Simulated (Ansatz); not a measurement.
C$_{3}$H$_{6}$O$_{2}$Si (`[SiH3]C1OC=CO1`). Charge 0, multiplicity 1. All single points use the PBE0-D4/def2-TZVP geometry.

```xyz
12

Si   -1.262   -0.019    1.562
C    -0.433    0.279   -0.127
O    -0.155   -0.956   -0.782
C     1.024   -0.705   -1.448
C     1.594    0.392   -0.974
O     0.825    0.932    0.033
H    -0.362   -0.846    2.400
H    -1.513    1.296    2.202
H    -2.552   -0.717    1.335
H    -1.044    0.894   -0.815
H     1.345   -1.419   -2.187
H     2.533    0.869   -1.198
```

(1) What is the dipole moment at B3LYP/def2-TZVPP? (An estimate is asked.)

(2) And with PBE, r2SCAN, ωB97M-V? (Best estimate.)

(3) Give the Mulliken charges with B3LYP, PBE, r2SCAN in def2-TZVPP. (Best estimate.)

## Answers

(1) Computed: 0.74 D, with components (0.34, 0.10, -0.65) D in this frame, pointing from negative to positive charge.

(2) Computed: PBE 0.68 D, r2SCAN 0.70 D, ωB97M-V 0.76 D.

(3) Computed: 
```json
{"atom": "Si1", "B3LYP": "0.29", "PBE": "0.22", "r2SCAN": "0.31"}
{"atom": "C2", "B3LYP": "0.23", "PBE": "0.19", "r2SCAN": "0.25"}
{"atom": "O3", "B3LYP": "-0.31", "PBE": "-0.23", "r2SCAN": "-0.30"}
{"atom": "C4", "B3LYP": "-0.03", "PBE": "-0.05", "r2SCAN": "-0.01"}
{"atom": "C5", "B3LYP": "-0.03", "PBE": "-0.05", "r2SCAN": "-0.01"}
{"atom": "O6", "B3LYP": "-0.31", "PBE": "-0.23", "r2SCAN": "-0.30"}
{"atom": "H7", "B3LYP": "-0.05", "PBE": "-0.04", "r2SCAN": "-0.06"}
{"atom": "H8", "B3LYP": "-0.06", "PBE": "-0.05", "r2SCAN": "-0.06"}
{"atom": "H9", "B3LYP": "-0.06", "PBE": "-0.05", "r2SCAN": "-0.06"}
{"atom": "H10", "B3LYP": "0.06", "PBE": "0.04", "r2SCAN": "0.02"}
{"atom": "H11", "B3LYP": "0.14", "PBE": "0.12", "r2SCAN": "0.12"}
{"atom": "H12", "B3LYP": "0.14", "PBE": "0.12", "r2SCAN": "0.12"}
```

B3LYP here is the variant with VWN-RPA as its local correlation; programs differ in this.
